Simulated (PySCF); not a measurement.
**Radial density of Pb (lead, neutral)**

wB97X-V, [Xe] 4f14 5d10 6s1 6p3, high-spin 5S determinant (an excited configuration). Computed with PySCF 2.14 in x2c-TZVPPall (11s7p6d3f, 83 functions), with scalar relativity by spin-free X2C-1e.

| r (bohr) | 4πr²ρ (e/bohr) | 4πr²(ρα − ρβ) |
| --- | --- | --- |
| 0.0129 | 113.8 | 0.0086 |
| 0.0216 | 101.1 | 0.0167 |
| 0.0364 | 138.3 | 0.0342 |
| 0.0612 | 145.1 | -0.0008 |
| 0.103 | 126.8 | 0.0287 |
| 0.173 | 125.7 | 0.0169 |
| 0.291 | 88.11 | 0.1072 |
| 0.489 | 65.58 | 0.0173 |
| 0.823 | 25.93 | 0.1963 |
| 1.38 | 11.06 | 0.3192 |
| 2.33 | 2.780 | 1.7318 |
| 3.92 | 0.6915 | 0.6820 |
| 6.59 | 0.04782 | 0.0478 |
| 11.1 | 1.975e-05 | 0.0000 |

Densities and radii are taken from the X2C orbitals without a picture-change correction, which distorts them close to the nucleus.

Spin-orbit coupling, which splits the p, d and f shells strongly at this Z, is absent. Spin-orbit coupling is strong in this species (close to jj coupling), so the high-spin LS determinant is a model state, not a physical level.
